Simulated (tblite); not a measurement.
C₂H₁₀B₂N₂.
Atom-mapped SMILES: `[CH2:1]=[CH:2][BH-:3]1[NH2+:4][BH2-:5][NH2+:6]1` (hydrogens: H7, H8 on C1; H9 on C2; H10 on B3; H11, H12 on N4; H13, H14 on B5; H15, H16 on N6)
Bond orders are those of one Lewis drawing.

Computed with GFN2-xTB (tblite), gas phase: L-BFGS steps from a force-field or distance-geometry start until the largest atomic force falls under 0.01 eV/Å.

Step 18: E = -482.2773 eV
```
atom  x, y, z in Å  |  force x, y, z in eV/Å
C1      2.5190   -0.1569    0.4580   -0.005  -0.016  -0.014
C2      1.3830   -0.6942    0.0392   -0.014   0.018  -0.022
B3      0.1668    0.1495   -0.5630   -0.026   0.001   0.000
N4     -1.1519   -0.7097   -0.7681    0.011   0.001  -0.005
B5     -1.8680    0.1885    0.3329    0.047  -0.011  -0.013
N6     -0.5396    1.0290    0.5626    0.009   0.008  -0.008
H7      2.6921    0.9069    0.3887    0.002  -0.012   0.025
H8      3.3336   -0.7326    0.8723    0.004  -0.008   0.009
H9      1.2878   -1.7747    0.1286   -0.011   0.025  -0.004
H10     0.4362    0.7918   -1.5274   -0.029  -0.002   0.009
H11    -1.5588   -0.6532   -1.6922    0.005  -0.035   0.006
H12    -1.0594   -1.6871   -0.5219   -0.007   0.005  -0.006
H13    -2.7400    0.8502   -0.1281    0.020  -0.013  -0.004
H14    -2.1728   -0.4413    1.2919   -0.001   0.005   0.004
H15    -0.1238    0.9274    1.4797   -0.010   0.025  -0.004
H16    -0.6118    2.0154    0.3534    0.005   0.010   0.027
```

Step 19: E = -482.2776 eV
```
atom  x, y, z in Å  |  force x, y, z in eV/Å
C1      2.5194   -0.1573    0.4583    0.001  -0.008  -0.012
C2      1.3833   -0.6920    0.0374   -0.019   0.008  -0.015
B3      0.1665    0.1496   -0.5642   -0.037   0.027   0.006
N4     -1.1521   -0.7102   -0.7676    0.020  -0.002  -0.014
B5     -1.8678    0.1876    0.3328    0.046   0.002  -0.008
N6     -0.5401    1.0296    0.5627    0.020   0.004  -0.016
H7      2.6948    0.9056    0.3908    0.004   0.012   0.021
H8      3.3321   -0.7344    0.8733    0.012  -0.018   0.012
H9      1.2878   -1.7718    0.1276   -0.017  -0.003  -0.008
H10     0.4344    0.7924   -1.5288   -0.031  -0.003   0.011
H11    -1.5594   -0.6547   -1.6917    0.007  -0.034   0.011
H12    -1.0593   -1.6873   -0.5208   -0.004   0.002  -0.006
H13    -2.7385    0.8497   -0.1292    0.010  -0.013  -0.003
H14    -2.1724   -0.4413    1.2924   -0.002   0.005   0.002
H15    -0.1238    0.9270    1.4797   -0.012   0.028  -0.013
H16    -0.6124    2.0166    0.3540    0.005  -0.007   0.030
```

Step 20: E = -482.2779 eV
```
atom  x, y, z in Å  |  force x, y, z in eV/Å
C1      2.5198   -0.1579    0.4585    0.007   0.003  -0.006
C2      1.3833   -0.6892    0.0350   -0.016  -0.005  -0.001
B3      0.1655    0.1502   -0.5657   -0.031   0.046   0.011
N4     -1.1520   -0.7110   -0.7672    0.023  -0.007  -0.017
B5     -1.8667    0.1867    0.3327    0.029   0.016   0.000
N6     -0.5403    1.0304    0.5624    0.025   0.001  -0.018
H7      2.6984    0.9042    0.3937    0.004   0.030   0.016
H8      3.3303   -0.7371    0.8747    0.011  -0.023   0.010
H9      1.2876   -1.7682    0.1262   -0.025  -0.030  -0.013
H10     0.4316    0.7930   -1.5305   -0.032   0.000   0.006
H11    -1.5601   -0.6572   -1.6910    0.006  -0.030   0.009
H12    -1.0593   -1.6877   -0.5195    0.003  -0.005  -0.002
H13    -2.7366    0.8489   -0.1305    0.001  -0.012  -0.001
H14    -2.1720   -0.4413    1.2931    0.000   0.007  -0.004
H15    -0.1240    0.9271    1.4794   -0.009   0.026  -0.016
H16    -0.6131    2.0179    0.3554    0.004  -0.018   0.027
```

Problem. Estimate the geometry and energy of step 21. (The exact step hangs on the optimiser's Hessian estimate; all steps are aligned on step 20, rigid shifts and turns removed.)

Solution. E = -482.2783 eV, largest force 0.056 eV/Å
```
atom  x, y, z in Å  |  force x, y, z in eV/Å
C1      2.5204   -0.1585    0.4585    0.010   0.011   0.001
C2      1.3832   -0.6862    0.0324   -0.006  -0.016   0.014
B3      0.1641    0.1517   -0.5671   -0.007   0.044   0.012
N4     -1.1514   -0.7118   -0.7669    0.018  -0.011  -0.012
B5     -1.8651    0.1860    0.3325    0.005   0.023   0.006
N6     -0.5402    1.0312    0.5618    0.020   0.000  -0.011
H7      2.7023    0.9032    0.3972    0.003   0.032   0.010
H8      3.3286   -0.7404    0.8764    0.002  -0.020   0.001
H9      1.2868   -1.7648    0.1245   -0.030  -0.043  -0.020
H10     0.4280    0.7938   -1.5323   -0.030   0.009  -0.003
H11    -1.5608   -0.6604   -1.6901    0.003  -0.022   0.001
H12    -1.0593   -1.6882   -0.5180    0.013  -0.012   0.003
H13    -2.7344    0.8479   -0.1321   -0.006  -0.011   0.002
H14    -2.1715   -0.4411    1.2937    0.004   0.011  -0.011
H15    -0.1244    0.9277    1.4788    0.000   0.019  -0.011
H16    -0.6138    2.0190    0.3574    0.002  -0.015   0.016
```

The energy changes by -0.0004 eV. The first-order estimate −F·Δx gives -0.0005 eV and the mean of the old and new forces, exact on a quadratic surface, -0.0003 eV. The step makes an angle of 70° with the force vector and moves no atom by more than 0.005 Å.

The cost below is that of the whole relaxation. The run took 0.99 s on one thread, Intel Xeon at 2.50 GHz (x86_64), no GPU, shared host.
